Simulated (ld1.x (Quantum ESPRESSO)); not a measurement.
Os (Z = 76): TM pseudisation with PBE, fully relativistic reference atom.

Os, norm-conserving Troullier–Martins (Kleinman–Bylander form), made with ld1.x (Quantum ESPRESSO) 7.5 (PBE, fully relativistic). Core [Kr] 4d10 4f14, reference 5s2 5p6 5d6 6s2 6p0. Waves: 5s (bound): rc 1.55 bohr; 5p (bound): rc 1.40 bohr; 5d (bound): rc 1.40 bohr. Local part: the d channel. Core correction: none.

Open shells are filled in proportion to 2j + 1 (rel_dist='average').

Occupied shells without a wave of their own: 6s. They enter only through the test configuration that unscreens the potential.

Tests: 5s2 5p6 5d6 6s1 6p0; 5s2 5p6 5d6 6s0 6p0; 5s2 5p6 5d5 6s0 6p0; 5s2 5p6 5d6 6s1 6p1; 5s2 5p6 5d6 6s0 6p2; 5s2 5p5 5d6 6s2 6p0; 5s2 5p6 5d5 6s2 6p1. Which has the largest error in its energy relative to the reference configuration, and how large is it?

5s2 5p6 5d5 6s0 6p0, with +2926 meV (all-electron minus pseudo) on +55.34 eV.

A Bessel basis up to 400 Ry misses an occupied level by 0.03 Ry, so cutoffs and ghosts were not judged. The potential misses its own reference levels by up to 0.7 eV.
